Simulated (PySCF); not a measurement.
Molecule: `InChI=1S/C7H9NO/c1-2-9-7-4-3-5-8-6-7/h3-6H,2H2,1H3`.

Geometry (Å), atoms numbered from 1 in this order:
```xyz
18

C    -3.182   -0.336   -0.136
C    -1.834    0.339   -0.333
O    -0.835   -0.545    0.143
C     0.462   -0.161    0.074
C     1.413   -1.064    0.559
C     2.749   -0.722    0.512
C     3.099    0.513   -0.019
N     2.209    1.372   -0.478
C     0.928    1.051   -0.436
H    -3.974    0.317   -0.490
H    -3.214   -1.271   -0.688
H    -3.338   -0.550    0.918
H    -1.668    0.554   -1.398
H    -1.796    1.284    0.226
H     1.078   -2.008    0.959
H     3.505   -1.400    0.880
H     4.131    0.831   -0.080
H     0.258    1.803   -0.830
```

Frames of a GFN2-xTB Langevin trajectory at 600 K; GIAO PBE0/pcSseg-1 shieldings in PySCF, gas phase, non-relativistic; equivalent atoms averaged within each frame.

Scale: 13C (σ = 186.93 ppm), 1H (σ = 31.72 ppm) against TMS; H2O for 17O (σ = 336.08 ppm); 15N (σ = 267.73 ppm) vs NH3 (reference shieldings calculated alike). The references are static minima.

**Question.** How do the shifts (ppm) fluctuate along the trajectory?

**Answer.** 
| time (fs) | C4 | C7 | C9 | C5 | C6 | C2 | C1 | O3 | N8 | H18 |
| --- | --- | --- | --- | --- | --- | --- | --- | --- | --- | --- |
| optimised geometry | 161.3 | 147.8 | 136.3 | 130.5 | 128.8 | 65.7 | 17.7 | 124.6 | 363.9 | 8.40 |
| 250 | 181.9 | 148.1 | 146.2 | 137.4 | 134.3 | 66.6 | 14.1 | 154.2 | 402.9 | 8.93 |
| 425 | 164.3 | 153.1 | 141.0 | 132.9 | 138.2 | 58.6 | 18.3 | 121.6 | 368.9 | 8.61 |
| 625 | 161.4 | 153.2 | 139.9 | 126.7 | 125.7 | 53.2 | 13.8 | 111.2 | 382.8 | 8.90 |
| 800 | 164.1 | 139.4 | 128.7 | 131.4 | 134.6 | 69.9 | 15.2 | 145.2 | 335.7 | 9.74 |
| 1000 | 163.1 | 147.3 | 137.8 | 142.4 | 132.0 | 76.0 | 13.9 | 137.5 | 350.2 | 7.98 |
| mean of frames | 166.9 | 148.2 | 138.7 | 134.2 | 133.0 | 64.8 | 15.1 | 133.9 | 368.1 | 8.83 |
| standard deviation | 8.4 | 5.6 | 6.4 | 6.0 | 4.6 | 9.0 | 1.9 | 17.5 | 26.4 | 0.64 |

5 frames give an uncertainty of the mean of about the standard deviation over 2.2 at best, since frames this close in time may not be independent; classical motion lacks zero-point vibration, and the reference would need the same averaging.
